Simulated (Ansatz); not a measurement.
Born–Oppenheimer molecular dynamics of CH₃BClO (7 atoms, charge 0, multiplicity 2). It starts at the highest image of a converged band, a first-order saddle point between two minima.

Theory: Ansatz, UKS B3LYP/def2-SVP.

| Quantity | Value |
| --- | --- |
| ensemble | NVE (velocity Verlet) |
| time step | 0.5 fs |
| steps asked | 200 |
| starting velocities drawn for | 100 K |
| seed | 8050 |

First frame:

```xyz
7
Properties=species:S:1:pos:R:3
C 0.033 0.789 -0.156
O -0.611 -0.153 -0.967
B 0.102 -1.030 -0.167
Cl -0.635 -2.199 0.952
H 1.017 -0.154 0.285
H -0.553 1.194 0.680
H 0.708 1.484 -0.672
```

(1) What does the run give?

(2) What happens to the structure?

(3) How do temperature and energy run in time?

## Answers

(1) All steps were run.

| Property | Result |
| --- | --- |
| steps done | 200 |
| time covered | 100 fs |
| mean temperature over the second half | 1742 K |
| spread of the potential energy over the second half | 13.9 meV per atom |
| mean potential energy of the second half above the start | -151.6 meV per atom |

The conserved energy stayed within 0.052 meV per atom of its start (net change -0.052 meV per atom), so the integration is sound. The kinetic energy rose, since the run started high on the potential surface and went downhill. A run of 0.1 ps of so small a system gives no equilibrium averages.

(2) Between its relaxed ends the band would form B3–H5 and break C1–H5. These pairs go: B3–H5 1.35 → 2.50 Å, C1–H5 1.43 → 1.10 Å. In the last frame they stand as before the step (other bonds may differ from the relaxed reactants and products). Also parted: C1–B3 1.82 → 2.32 Å. It ends as one piece, CH3BClO. Pairs count as bonded within 1.25 times the sum of covalent radii (0.12 Å more for H–H). The details hang on the random start.

(3) 
```csv
time (fs),T (K),potential energy less start (eV),conserved less start (meV/atom)
0.0,100,0.000,0.00
3.0,83,0.011,0.01
6.0,72,0.018,0.01
9.0,105,-0.003,0.02
12.0,224,-0.080,0.02
15.0,414,-0.203,0.01
18.0,661,-0.362,0.00
21.0,917,-0.528,-0.01
24.0,1155,-0.682,-0.01
27.0,1357,-0.813,0.00
30.0,1550,-0.938,-0.03
33.0,1653,-1.004,-0.01
36.0,1671,-1.016,-0.04
39.0,1578,-0.955,-0.01
42.0,1488,-0.897,0.00
45.0,1506,-0.908,0.00
48.0,1613,-0.978,-0.03
51.0,1641,-0.996,-0.04
54.0,1574,-0.953,0.03
57.0,1637,-0.994,-0.02
60.0,1719,-1.046,-0.01
63.0,1777,-1.084,-0.03
66.0,1765,-1.076,-0.01
69.0,1755,-1.070,-0.01
72.0,1774,-1.082,-0.01
75.0,1810,-1.105,-0.02
78.0,1802,-1.100,-0.04
81.0,1700,-1.034,0.00
84.0,1601,-0.970,-0.01
87.0,1548,-0.936,0.01
90.0,1607,-0.974,-0.01
93.0,1755,-1.070,0.01
96.0,2007,-1.233,-0.03
99.0,2178,-1.343,-0.05
```

The run took 3.6 min on 2 threads of Intel(R) Xeon(R) Platinum 8488C (Sapphire Rapids), on a shared host, peak memory 0.23 GiB.
